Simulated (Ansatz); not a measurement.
```xyz
12

C     1.2833    0.0000    0.0000
C     0.6417    1.1114    0.0000
C    -0.6417    1.1114    0.0000
C    -1.2833    0.0000    0.0000
C    -0.6417   -1.1114    0.0000
C     0.6417   -1.1114    0.0000
H     2.2889    0.0000    0.0000
H     1.1444    1.9823    0.0000
H    -1.1444    1.9823    0.0000
H    -2.2889    0.0000    0.0000
H    -1.1444   -1.9823    0.0000
H     1.1444   -1.9823    0.0000
```

Basis set: cc-pVDZ (spherical functions). Left uncorrelated: 6 orbitals. Charge 0, multiplicity 1.

Computed with Ansatz (development build ahead of 0.2.0); each method stands on the lowest determinant of its kind that the runs found. Restricted open shells among the atoms or ions are ROHF, correlated in semicanonical orbitals with singles.

Question: Give the atomization energy at this shape (free ground-state atoms in the same class of orbitals less the molecule, no zero-point energy) of singlet C₆H₆ by RHF-MP2, RHF.

Answer:

```tsv
method	atomization energy
RHF-MP2	5094.4 kJ/mol
RHF	3987.7 kJ/mol
```

Caution: no unrestricted run beside it, a lower state can exist; the shape is not the minimum.
